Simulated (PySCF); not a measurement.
First SCF of a structure search on singlet PbO₂, at a hand-made end-on geometry. PySCF input:

```python
from pyscf import gto, scf, dft
mol = gto.M(atom='''
Pb     0.000000     0.000000     0.000000
O      0.000000     0.000000     2.132100
O      1.252800     0.000000     2.852100''',
    basis={'Pb': 'def2-SVP', 'O': 'def2-SVP'},
    ecp={'Pb': 'def2-SVP'},
    charge=0, spin=0)
mf = dft.RKS(mol, xc='PBE0')
mf.grids.atom_grid = (50, 194)
aux = {'Pb': 'def2-universal-JKFIT', 'O': 'def2-universal-JKFIT'}
mf = mf.density_fit(auxbasis=aux)
mf.conv_tol = 1e-08
mf.diis_space = 10
mf.max_cycle = 60
mf.init_guess = 'minao'
mf.verbose = 4
mf.kernel()
```

Excerpt of the output (cycles and frontier levels):

```
init E= -318.99663517685
  HOMO = -0.675345511430208  LUMO = -0.61044367905513  gap/eV = 1.76607
cycle= 1 E= -338.902294436042  delta_E= -19.9  |g|= 3.01  |ddm|= 13.4
  HOMO = 0.113194884376977  LUMO = 0.119098000002679  gap/eV = 0.16063
cycle= 2 E= -285.569061468343  delta_E= 53.3  |g|= 9.33  |ddm|= 15.5
  HOMO = -0.280017148472925  LUMO = -0.210873318514309  gap/eV = 1.88150
cycle= 3 E= -340.562021779778  delta_E=  -55  |g|= 2.95  |ddm|= 13.8
  HOMO = -0.155482827476837  LUMO = -0.0700663115886902  gap/eV = 2.32430
cycle= 4 E= -342.681519356564  delta_E= -2.12  |g|= 0.581  |ddm|= 2.37
  HOMO = -0.136508759341336  LUMO = -0.120759337642072  gap/eV = 0.42856
cycle= 5 E= -341.04482882799  delta_E= 1.64  |g|= 2.16  |ddm|= 2.93
  HOMO = -0.185581666273632  LUMO = -0.136530852227654  gap/eV = 1.33474
cycle= 6 E= -342.836304713043  delta_E= -1.79  |g|= 0.301  |ddm|=  2.6
  HOMO = -0.170926820254204  LUMO = -0.1307177220529  gap/eV = 1.09415
... 10 lines left out ...
cycle= 12 E= -342.865135327249  delta_E= -9.29e-06  |g|= 0.0025  |ddm|= 0.00528
  HOMO = -0.187659876034844  LUMO = -0.125472371306713  gap/eV = 1.69221
cycle= 13 E= -342.865137278742  delta_E= -1.95e-06  |g|= 0.000358  |ddm|= 0.00268
  HOMO = -0.187645267032803  LUMO = -0.125476172341507  gap/eV = 1.69171
cycle= 14 E= -342.865137319603  delta_E= -4.09e-08  |g|= 7.82e-05  |ddm|= 0.0004
  HOMO = -0.187641811069117  LUMO = -0.125478061231714  gap/eV = 1.69156
cycle= 15 E= -342.865137321476  delta_E= -1.87e-09  |g|= 8.69e-06  |ddm|= 0.000106
  HOMO = -0.187643018231098  LUMO = -0.125476935590962  gap/eV = 1.69163
Extra cycle  E= -342.865137320861  delta_E= 6.15e-10  |g|= 4.55e-05  |ddm|= 6.18e-05
converged SCF energy = -342.865137320861
```

No lower solution of this spin was found from smeared starts or by a stability analysis within the restricted form, which does not test spin polarisation.

Spin–orbit coupling, left out here, can matter for elements this heavy.

The search for the lowest solution, 3 starts and the stability check together, took 4 s on 2 threads of a shared Arm Neoverse V1 host, with 54 basis functions; the process peaked at 0.27 GiB.
